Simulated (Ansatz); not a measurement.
```xyz
6

S    -0.778   -0.478    2.228
C    -0.361   -0.250    0.629
C    -0.155   -0.014   -0.544
Te    0.118    0.168   -2.521
H     0.352   -1.097    2.626
H     0.825    1.670   -2.418
```

The species carries charge 0 and has multiplicity 1. Te: def2 effective core potential.

List the PBE/def2-TZVPP orbital energies in eV (Ansatz 0.2.0). (Estimate.)

The calculation gave: Occupied: -2396.85, -269.65, -269.42, -209.74, -164.94, -155.92, -155.80, -155.63, -115.35, -115.24, -115.01, -41.47, -41.42, -41.21, -41.12, -41.09, -20.31, -18.20, -16.37, -12.55, -10.61, -9.84, -8.96, -8.25, -7.52, -5.82, -5.44. Lowest empty: -1.74, -1.21, -0.89, 0.05, 0.22, 0.49, 2.72, 2.84.
